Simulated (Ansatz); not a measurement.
Harmonic frequencies (cm⁻¹) at PBE0-D4/def2-TZVP from Ansatz: 523, 1176, 1447.

**Question.** Which molecule is it?
A. `[Cl][Al][Br]`•
B. `[MgH]`•
C. `F[B]F`•
D. `[F][AlH]`•

**Answer.** C.
